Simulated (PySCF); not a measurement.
**Arsenic: a sound run and one with changed settings**

Sound run: As [Ar] 3d10 4s2 4p3, As⁺ [Ar] 3d10 4s2 4p2. Calculation: PySCF 2.14, in cc-pVTZ-DK (6s5p3d1f, 43 functions); the spin-free X2C one-electron Hamiltonian (Gaussian nucleus). In the sound run the correlated levels freeze [Ar] 3d10. The sound run starts from symmetry-adapted Hartree-Fock orbitals and uses a fine grid where one is needed.

Changed run: initial guess 1e, at most 50 SCF cycles.

```tsv
species	method	sound run (hartree)	changed run (hartree)	converged
As	UHF	-2259.01435	-2259.01435	yes
As	TPSS	-2260.66109	-2260.66109	yes
As	CCSD(T)	-2259.10205	-2259.10205	yes
As⁺	M06-L	-2260.26945	-2260.26945	yes
As⁺	MP2	-2258.72193	-2258.72193	yes
```

Here the plain start reaches the same solutions.
